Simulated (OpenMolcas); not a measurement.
Computed levels of 5d⁴ in ions with 72 electrons, in cm-1 above ⁵D₀.

```
Program             : OpenMolcas
Method              : CASSCF
Basis               : ANO-RCC-VQZP
Scalar Hamiltonian  : DKH2, point nucleus
Spin-orbit coupling : RASSI with atomic mean-field integrals over the reference wave functions, term energies averaged over their components
```

Active space for each ion: 4 electrons in 5 orbitals (5d).

```
 Level    W2+   Re3+   Os4+   Ir5+   Au7+
   ⁵D₁   1667   2534   3573   4866   8557
   ⁵D₂   3645   5265   7115   9352  15361
   ⁵D₃   5584   7772  10177  13009  20216
   ⁵D₄   7385   9945  12622  15649  22609
   ³H₄  16368  19257  22139  25510  33778
   ³H₅  19352  23307  27241  31690  41972
   ³G₃  19721  23304  26792  30715  39614
³P₁(1)  19870  23934  27990  32600  43291
³F₂(1)  20596  24397  28046  32099  41026
```

Q: Estimate ⁵D₄, ³H₄, ³H₅ for Pt6+ from its neighbours Ir5+ and Au7+.

A: ⁵D₄ is fine structure, which grows about as the fourth power of a screened charge, so the fourth roots are averaged: ((15649^0.25 + 22609^0.25) / 2)^4 = 18890. The calculation gives 18920, so the estimate is off by -0.2 %.
³H₄ is another term, which grows about linearly with the charge: (25510 + 33778) / 2 = 29644. The calculation gives 29241, so the estimate is off by +1.4 %.
³H₅ is another term, which grows about linearly with the charge: (31690 + 41972) / 2 = 36831. The calculation gives 36468, so the estimate is off by +1.0 %.

Mixed levels, with the weight of the term that names them: W2+ ³H₄ (66 %), W2+ ³G₃ (59 %), Re3+ ³H₄ (63 %), Re3+ ³G₃ (61 %), Os4+ ⁵D₀ (73 %), Os4+ ³H₄ (61 %), Os4+ ³G₃ (62 %), Ir5+ ⁵D₀ (69 %), Ir5+ ⁵D₄ (73 %), Ir5+ ³H₄ (59 %), Ir5+ ³G₃ (63 %), Ir5+ ³F₂(1) (71 %), Pt6+ ⁵D₀ (64 %), Pt6+ ⁵D₄ (65 %), Pt6+ ³H₄ (57 %), Pt6+ ³G₃ (63 %), Pt6+ ³F₂(1) (66 %), Au7+ ⁵D₀ (59 %), Au7+ ⁵D₄ (54 %), Au7+ ³H₄ (54 %), Au7+ ³G₃ (63 %), Au7+ ³P₁(1) (72 %), Au7+ ³F₂(1) (61 %).

Without dynamic correlation excited terms often stand tens of per cent too high (terms of higher spin than the ground term too low), and those without a measured partner can miss by more than the paired ones. Configurations with an s electron lie low in 5d ions of this charge, fall among these levels and mix in, so low-spin terms can stand far too high, up to twice their true height, and weights are not those of the real levels (holds for W2+). Some levels mix across a computed gap that differs much from the measured one, so their mixing is not that of the real levels (holds for Re3+). Levels of configurations outside the active space are missing.

A number in round brackets counts repeated terms of one configuration in the order of the reference energies.
